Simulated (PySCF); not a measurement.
**Scalar relativity in Si⁺ (silicon, charge +1)**

[Ne] 3s2 3p1, 2P determinant; PBE calculated with PySCF 2.14 in dyall-av3z (19s12p3d2f, 84 functions), once non-relativistic with a point nucleus and once with spin-free X2C-1e and a Gaussian nucleus.

```tsv
shell	ε non-rel. (eV)	rms r non-rel. (bohr, spins averaged)
1s α	-1790.8	0.1295
1s β	-1790.7	0.1295
2s α	-148.31	0.6227
2s β	-148.21	0.6227
2p α	-105.09	0.6040
2p β	-104.96	0.6040
3s α	-19.266	2.213
3s β	-18.379	2.213
3p α	-12.197	2.640
```

(1) How does scalar relativity move these shells?

The total energy goes from -288.9324 to -289.5448 hartree.

Ionisation energy, Si⁺ [Ne] 3s2 3p1 (2P) → Si²⁺ [Ne] 3s2 (1S) (eV):

```json
{"method": "UHF", "non-relativistic": "15.842", "spin-free X2C": "15.831", "shift": "-0.012"}
{"method": "MP2 (valence)", "non-relativistic": "16.108", "spin-free X2C": "16.097", "shift": "-0.011"}
{"method": "SCS-MP2 (valence)", "non-relativistic": "16.096", "spin-free X2C": "16.085", "shift": "-0.011"}
{"method": "CCSD (valence)", "non-relativistic": "16.217", "spin-free X2C": "16.206", "shift": "-0.010"}
{"method": "CCSD(T) (valence)", "non-relativistic": "16.247", "spin-free X2C": "16.237", "shift": "-0.011"}
{"method": "LDA", "non-relativistic": "16.368", "spin-free X2C": "16.356", "shift": "-0.012"}
{"method": "PBE", "non-relativistic": "16.408", "spin-free X2C": "16.396", "shift": "-0.012"}
{"method": "PBE0", "non-relativistic": "16.433", "spin-free X2C": "16.421", "shift": "-0.012"}
{"method": "r2SCAN", "non-relativistic": "16.531", "spin-free X2C": "16.519", "shift": "-0.012"}
```

Relativity contracts and stabilises s shells directly. The contracted s shells screen the nucleus better, so for spin-averaged p shells the direct and indirect effects partly cancel.

Answers

(1) 1s α: ε -1794.9 eV, radius -0.39 %; 1s β: ε -1794.8 eV, radius -0.39 %; 2s α: ε -148.93 eV, radius -0.32 %; 2s β: ε -148.83 eV, radius -0.32 %; 2p α: ε -105.03 eV, radius -0.07 %; 2p β: ε -104.89 eV, radius -0.07 %; 3s α: ε -19.313 eV, radius -0.21 %; 3s β: ε -18.426 eV, radius -0.21 %; 3p α: ε -12.185 eV, radius 0.02 %.
